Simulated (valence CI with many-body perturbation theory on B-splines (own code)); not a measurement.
# E1 line list for Ba7+

Level of theory: configuration interaction combined with many-body perturbation theory (CI+MBPT): three valence electrons over a frozen Dirac-Fock core [Kr] 4d10, a basis of 7 s, 7 p, 7 d, 7 f, 4 g, 2 h functions for each j, with the one-electron correlation potential Σ1 (screened to all orders), the two-electron term Σ2, the three-electron term Σ3, Breit, model QED; selected single and double excitations, second order for the rest, scaled by the run's own slope (own B-spline code, finite nucleus).

Set against measurement, 62 paired levels are off by 1061 cm⁻¹ on average, the worst by 3801. These come from a selection out of Sansonetti and Curry, J. Phys. Chem. Ref. Data 39, 043103 (2010). Levels without a partner in it may be off by more, other configurations by several thousand cm⁻¹. 7 measured levels below the end of the list, from 249919 cm⁻¹ on, found no clear computed partner, and computed levels of the same name lie up to 8910 cm⁻¹ from them.

Lines 251 to 300 of 573 in falling wavelength, among levels below 535170 cm⁻¹, chosen from the strongest by gf and those to the six lowest levels. Wavelengths and rates use the calculated energies, so an error of 1000 cm⁻¹ moves a line at 594.3 Å by 0.59 % and its rate by three times that or more. Electric multipoles are in the length gauge, E1 and E2 with the static RPA response of the core. Weak lines are less certain than strong ones. Lines between different terms over intervals too small for the method are left out, as are lines whose strength nearly cancels. Where a level lies close to another of its J and parity, the split of strength between their lines is uncertain. The highest levels of a list are the least certain.

Names give the largest LS component (configuration and term), which can be under half, so a name can repeat, a term be missing and a line seem to break the LS rules; names also repeat where a configuration has a term twice. Letters in brackets count levels of one name in rising energy.

```
λ vac (Å)  λ from measured levels                 Upper                 Lower   A (s⁻¹)  log gf  Branch %
    594.3                   596.2   4f 5s 5p 2G_7/2 [c]        4f 5s2 2F°_5/2  8.11e+09    0.54      92.6
    593.8                                 5s2 5g 2G_9/2      5s 5p 5d 4F°_9/2  7.20e+08   -0.42       3.8
    593.6                          4f 5s 5d 2G°_7/2 [a]   4f 5s 5p 2G_7/2 [c]  1.04e+09   -0.36       5.8
    593.4                   592.5           5p3 2P°_1/2         5s 5p2 2D_3/2  5.54e+09   -0.23      71.7
    592.7                             5p2 5d 2D_3/2 [b]      5s 5p 5d 4D°_5/2  2.30e+09   -0.32       7.1
    590.6                                 5p2 5d 4P_5/2      5s 5p 5d 4P°_5/2  2.34e+09   -0.13       7.7
    589.3                          5s 5p 5d 2D°_5/2 [b]         5s2 5d 2D_5/2  3.09e+09   -0.02      16.2
    589.2                            4f 5p2 2D°_3/2 [a]   4f 5s 5p 2F_5/2 [a]  3.92e+09   -0.09      20.9
    587.7                                 5p2 5d 4P_3/2      5s 5p 5d 4D°_3/2  2.65e+09   -0.26       7.9
    584.6                               5s 5p 6p 4D_5/2      5s 5p 5d 4F°_7/2  8.67e+09    0.43      52.7
    581.6                                 5p2 5d 4D_1/2      5s 5p 5d 4F°_3/2  8.49e+09   -0.07      57.7
    581.5                                4f 5p2 4F°_7/2   4f 5s 5p 2G_7/2 [a]  9.23e+08   -0.43      10.8
    581.3                             5p2 5d 2D_3/2 [b]  5s 5p 5d 2D°_3/2 [a]  1.86e+09   -0.42       5.8
    581.3                          5s 5p 5d 2D°_3/2 [b]         5s2 5d 2D_3/2  5.66e+09    0.06      23.8
    581.1                           5s 5p 6p 4D_3/2 [b]      5s 5p 5d 4F°_3/2  1.71e+09   -0.46      10.5
    580.3                            4f 5p2 2D°_5/2 [b]   4f 5s 5p 2G_7/2 [b]  3.26e+09   -0.01      22.9
    578.1                   578.6           5p3 2P°_3/2         5s 5p2 2D_5/2  3.20e+09   -0.19      43.2
    577.2                            4f 5p2 2F°_7/2 [b]   4f 5s 5p 2G_7/2 [b]  8.43e+08   -0.47       7.4
    576.9                   578.3       5p3 4S°_3/2 [a]         5s 5p2 4P_1/2  1.82e+09   -0.44      23.3
    575.0                                 5p2 5d 2G_9/2      5s 5p 5d 4F°_9/2  8.77e+08   -0.36       7.7
    574.5                   574.3       5p3 4S°_3/2 [b]         5s 5p2 4P_3/2  3.56e+09   -0.15      38.5
    571.9                                 5p2 5d 4D_3/2      5s 5p 5d 4F°_5/2  4.25e+09   -0.08      28.1
    571.6                   573.4   4f 5s 5p 2D_3/2 [b]        4f 5s2 2F°_5/2  1.26e+10    0.39      90.0
    571.5                   572.9         5s 5p2 2P_1/2        5s2 5p 2P°_1/2  1.21e+10    0.07      96.6
    571.5                            4f 5p2 2D°_5/2 [a]         5s2 5d 2D_5/2  1.06e+09   -0.51       9.5
    571.4                               5s 5p 6p 4D_7/2      5s 5p 5d 4F°_9/2  9.64e+09    0.58      66.0
    570.9                   578.5  5s 5p 5d 2P°_1/2 [b]         5s2 5d 2D_3/2  9.56e+09   -0.03      34.6
    569.5                   571.3   4f 5s 5p 2D_5/2 [b]        4f 5s2 2F°_7/2  1.20e+10    0.55      85.4
    569.3                   570.1         5s 5p2 2S_1/2        5s2 5p 2P°_3/2  8.62e+09   -0.08      90.9
    568.4                                4f 5p2 2G°_9/2   4f 5s 5p 2G_7/2 [a]  9.75e+08   -0.33      15.6
    567.4                   576.4      5s 5p 5d 2P°_3/2         5s2 5d 2D_5/2  8.07e+09    0.19      34.7
    565.3                   567.1   4f 5s 5p 2D_5/2 [b]        4f 5s2 2F°_5/2  4.96e+08   -0.85       3.5
    565.2                          5s 5p 6s 2P°_3/2 [b]         5s2 6s 2S_1/2  1.08e+10    0.32      29.5
    564.8                          5s 5p 6s 2P°_1/2 [b]         5s2 6s 2S_1/2  1.03e+10   -0.01      24.1
    564.5                   566.2         5s 5p2 2P_3/2        5s2 5p 2P°_3/2  1.35e+10    0.41      79.2
    560.7                               5s 5p 6p 4D_5/2      5s 5p 5d 4F°_5/2  2.23e+09   -0.20      13.6
    557.3                                 5p2 5d 4D_3/2      5s 5p 5d 4F°_3/2  1.72e+09   -0.49      11.4
    556.7                            4f 5p2 2F°_5/2 [a]         5s2 5d 2D_5/2  1.48e+09   -0.38      10.8
    552.0                               4f 5p2 2H°_11/2       4f 5s 5p 4F_9/2  9.99e+08   -0.26      20.8
    550.1                          4f 5s 5d 2F°_7/2 [b]   4f 5s 5p 2D_5/2 [b]  5.49e+09    0.30      25.3
    548.8                   554.5      5s 5p 5d 4P°_5/2         5s 5p2 2D_5/2  1.10e+09   -0.53       5.5
    545.8                          4f 5s 5d 2F°_5/2 [b]   4f 5s 5p 2D_3/2 [b]  5.49e+09    0.17      24.5
    540.4                                4f 5p2 2G°_9/2   4f 5s 5p 2F_7/2 [a]  9.99e+08   -0.36      16.0
    537.7                          4f 5s 5d 2G°_7/2 [b]   4f 5s 5p 2G_7/2 [c]  5.78e+09    0.30      30.9
    537.2                            5s2 6p 2P°_3/2 [a]         5s 5p2 2P_3/2  3.06e+09   -0.28      16.2
    536.8                          4f 5s 5d 2D°_5/2 [b]   4f 5s 5p 2D_5/2 [b]  1.11e+10    0.46      46.9
    535.7                   535.5       5p3 4S°_3/2 [b]         5s 5p2 4P_1/2  1.44e+09   -0.61      15.6
    535.0                          4f 5s 5d 2D°_3/2 [b]   4f 5s 5p 2D_3/2 [b]  1.03e+10    0.25      46.5
    532.6                   535.7  5s 5p 5d 2D°_3/2 [a]         5s 5p2 2P_1/2  3.75e+09   -0.20      18.1
    531.7                          4f 5s 5d 2G°_9/2 [b]   4f 5s 5p 2G_9/2 [b]  6.29e+09    0.43      33.7
```
